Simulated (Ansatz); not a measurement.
Spectroscopic constants of InTe, multiplicity 2 (lowest of 2S+1 = 2, 4 at PBE0/def2-TZVPP; our sources give no spin for the ground state, which may be another). No spin–orbit coupling.

Seven points along R, fitted to fifth degree in 1/R; most abundant isotopes. In def2 and cc sets the state is the lowest found near the PBE0 minimum, followed along R.

Correlated levels freeze the inner cores; with def2 sets outer-core shells near the valence are correlated too.

The values were computed with Ansatz (Gaussian basis) for Hartree–Fock, density functionals and correlated methods. Each number belongs to the level named beside it. In def2 rows elements past Kr take small-core potentials, without spin–orbit coupling.

Energies at CCSD(T)/def2-TZVPP:

| R (Å) | E (hartree) |
|---|---|
| 2.410549 | -456.95250423 |
| 2.475349 | -456.95711653 |
| 2.534965 | -456.95925074 |
| 2.602356 | -456.95980530 |
| 2.669748 | -456.95888447 |
| 2.747508 | -456.95650875 |
| 2.838227 | -456.95253716 |

Problem. With a reduced mass of 60.9727 u, find the minimum, the force constant and the constants.

Solution. A fifth-degree polynomial in 1/R puts the minimum at r_e = 2.5908 Å with force constant 148 N/m. Then ω_e = (1/2πc)√(k/μ) = 203 cm⁻¹ and B_e = h/(8π²cμr_e²) = 0.04119 cm⁻¹; the cubic and quartic terms give α_e = 0.00015 and ω_e x_e = 0.61 cm⁻¹.

Ansatz is a first-principles code.
